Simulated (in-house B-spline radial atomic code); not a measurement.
Configurations of Pm, with energies counted from [Xe] 4f5 6s2. Computed with a B-spline radial code for spherical atoms: Dirac-Hartree-Fock, average of configuration, Fermi nucleus of rms radius 4.962 fm. Energies include first-order Breit, QED and recoil terms.

Occupations are held fixed; configurations that lie above the ionisation limit could autoionise.

```
                configuration  E - E(ref) (eV)  highest orbital  its <r> (bohr)
             [Xe] 4f5 6s1 6p1           1.5184            6p3/2           6.332
             [Xe] 4f5 6s1 9p1           4.1291            9p3/2            40.8
             [Xe] 4f4 6s2 9p1           4.5912            9p3/2           39.03
            [Xe] 4f4 6s2 10s1           4.6828           10s1/2           48.21
             [Xe] 4f4 6s2 7g1           4.8301            7g9/2           63.48
                 [Xe] 4f6 6s1           7.2737            4f7/2           1.177
[Kr] 4d10 4f5 5s2 5p5 6s2 6d1           25.284            6d5/2           12.59
 [Kr] 4d9 4f5 5s2 5p6 6s2 7s1           130.66            7s1/2           10.63
[Kr] 4d9 4f5 5s2 5p6 6s2 10s1           132.24           10s1/2           48.18
```

Problem. Order these further configurations by energy, lowest first.
A. [Xe] 4f5 5g1 6s1
B. [Xe] 4f5 6s1 8d1
C. [Kr] 4d10 4f5 5s2 5p5 6s2 8d1
D. [Kr] 4d9 4f6 5s2 5p6 6s2
E. [Xe] 4f5 6s1 8p1

Solution. E (3.8657 eV), A (4.0785 eV), B (4.1492 eV), C (26.124 eV), D (126.73 eV).

Problem. How far above the reference does [Xe] 4f4 6s2 8p1 lie?

Solution. 4.3057 eV; its least bound orbital is 8p3/2 with <r> = 25.01 bohr.

Problem. How far above the reference does [Kr] 4d9 4f5 5s2 5p6 6s2 6g1 lie?

Solution. 132.29 eV; its least bound orbital is 6g9/2 with <r> = 43.99 bohr.

Problem. How far above the reference does [Kr] 4d10 4f5 5s2 5p5 6s2 7s1 lie?

Solution. 24.638 eV; its least bound orbital is 7s1/2 with <r> = 10.72 bohr.
